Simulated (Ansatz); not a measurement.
An input meant for Si₂₁SbH₂₈, a doped nanocrystal cut from the lattice of silicon (Sb on an inner site) (charge 0, doublet; scaled by 1.05).

```yaml
crystal:
  periodic: [true, true, true]
  atoms:
    - {symbol: Si, position_ang: [-3.793232, -1.144091, -2.111548]}
    - {symbol: Si, position_ang: [-4.509905, 2.965265, 1.904662]}
    - {symbol: Si, position_ang: [-0.836161, -1.025076, -4.856479]}
    - {symbol: Si, position_ang: [-0.827887, -3.881526, -1.984338]}
    - {symbol: Si, position_ang: [-0.922769, -1.042451, 0.887113]}
    - {symbol: Si, position_ang: [1.967137, -3.812176, 0.922100]}
    - {symbol: Si, position_ang: [1.955659, -0.957284, -1.923444]}
    - {symbol: Si, position_ang: [1.887080, -0.964742, 3.767486]}
    - {symbol: Si, position_ang: [-0.940360, 1.836823, -1.979686]}
    - {symbol: Si, position_ang: [-1.001615, 4.770224, 0.832524]}
    - {symbol: Si, position_ang: [1.850638, 1.880096, 0.917062]}
    - {symbol: Si, position_ang: [-1.025266, 1.789669, 3.770387]}
    - {symbol: Si, position_ang: [4.781730, -0.918987, 0.958993]}
    - {symbol: Si, position_ang: [-2.243277, -2.505018, -3.467188]}
    - {symbol: Sb, position_ang: [-2.723285, 0.616192, -0.314514]}
    - {symbol: Si, position_ang: [-2.257822, 3.622767, 2.638220]}
    - {symbol: Si, position_ang: [0.516930, 0.420816, -3.381715]}
    - {symbol: Si, position_ang: [0.535847, -2.421627, -0.537412]}
    - {symbol: Si, position_ang: [0.440002, 0.423919, 2.323545]}
    - {symbol: Si, position_ang: [3.362085, -2.373065, 2.369092]}
    - {symbol: Si, position_ang: [3.343769, 0.488796, -0.477338]}
    - {symbol: Si, position_ang: [0.433835, 3.291482, -0.534227]}
    - {symbol: H, position_ang: [-4.711963, -0.272334, -3.064470]}
    - {symbol: H, position_ang: [-4.740823, -2.092332, -1.266195]}
    - {symbol: H, position_ang: [-4.966683, 1.495494, 2.273652]}
    - {symbol: H, position_ang: [-4.877983, 3.308420, 0.403830]}
    - {symbol: H, position_ang: [-1.759311, -0.137639, -5.790092]}
    - {symbol: H, position_ang: [0.112342, -1.897974, -5.778140]}
    - {symbol: H, position_ang: [-1.737866, -4.814625, -1.082939]}
    - {symbol: H, position_ang: [0.125729, -4.804109, -2.850827]}
    - {symbol: H, position_ang: [-1.777645, -2.001585, 1.820412]}
    - {symbol: H, position_ang: [1.049081, -4.751483, 1.808901]}
    - {symbol: H, position_ang: [2.888273, -4.732504, 0.017602]}
    - {symbol: H, position_ang: [2.892354, -1.875598, -2.818122]}
    - {symbol: H, position_ang: [0.980982, -1.879726, 4.691301]}
    - {symbol: H, position_ang: [2.757460, -0.024635, 4.700658]}
    - {symbol: H, position_ang: [-1.827301, 2.754869, -2.924312]}
    - {symbol: H, position_ang: [-2.042084, 5.513855, -0.106322]}
    - {symbol: H, position_ang: [-0.077228, 5.874975, 1.496228]}
    - {symbol: H, position_ang: [2.722074, 2.803966, 1.870090]}
    - {symbol: H, position_ang: [-2.069771, 0.832335, 4.484276]}
    - {symbol: H, position_ang: [-0.117251, 2.435191, 4.900129]}
    - {symbol: H, position_ang: [5.734621, -1.809252, 0.058252]}
    - {symbol: H, position_ang: [5.686374, -0.000523, 1.880719]}
    - {symbol: H, position_ang: [-3.109582, -3.446723, -4.409891]}
    - {symbol: H, position_ang: [-2.451460, 4.730575, 3.762265]}
    - {symbol: H, position_ang: [1.431632, 1.384478, -4.253336]}
    - {symbol: H, position_ang: [4.285848, -3.274699, 3.293705]}
    - {symbol: H, position_ang: [4.233283, 1.433035, -1.392649]}
    - {symbol: H, position_ang: [1.373799, 4.188541, -1.447977]}
basis:
  gaussian: {orbitals: STO-3G}
magnetization: {spin_polarized: true, initial_magnetization: 1}
hamiltonian: {xc: {name: PBE-QIDH}}
output: {forces: true}
```

```sh
$ ansatz run in.yaml --threads 2 --pin off --events-out ev --progress --plain --max-ram 22528MiB --backend cuda --devices 0, --max-vram 18GiB
```

Shortened log:

```
Error: YAML parse error: error: line 2 column 3: crystal: missing field `lattice` (a structure is typed as `lattice` and `atoms`, a molecule's as `atoms` in Å alone, or read from a run's directory, `checkpoint`)
 --> <input>:2:3
1 | crystal:
2 |   periodic: [true, true, true]
3 |   atoms:
4 |     - {symbol: Si, position_ang: [-3.793232, -1.144091, -2.111548]}
```

Problem. What is wrong with this run?

Solution. The species is marked periodic without a cell. The input was rejected before any iteration.
